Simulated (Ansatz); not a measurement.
Species: C5H6BN, SMILES `Bc1cccnc1` (charge 0, multiplicity 1).

Task: Give a relaxed geometry from B3LYP-D3(BJ)/def2-SVP (Ansatz, a first-principles code).

Result: Several could match; the one computed here: the end point of this relaxation, one of several conformers (outside a Z-matrix the atoms follow the SMILES, hydrogens last).
Bond lengths (Å): B1–C2 1.539, B1–H8 1.206, B1–H9 1.207, C2–C3 1.412, C2–C7 1.415, C3–C4 1.392, C3–H10 1.094, C4–C5 1.400, C4–H11 1.092, C5–N6 1.337, C5–H12 1.097, N6–C7 1.332, C7–H13 1.097. Angles (°): C2–B1–H8 120.2, C2–B1–H9 120.1, H8–B1–H9 119.6, B1–C2–C3 122.5, B1–C2–C7 121.3, C3–C2–C7 116.2, C2–C3–C4 119.8, C2–C3–H10 119.6, C4–C3–H10 120.6, C3–C4–C5 118.1, C3–C4–H11 121.6, C5–C4–H11 120.2, C4–C5–N6 123.8, C4–C5–H12 119.9, N6–C5–H12 116.3, C5–N6–C7 117.4, C2–C7–N6 124.8, C2–C7–H13 119.1, N6–C7–H13 116.2.
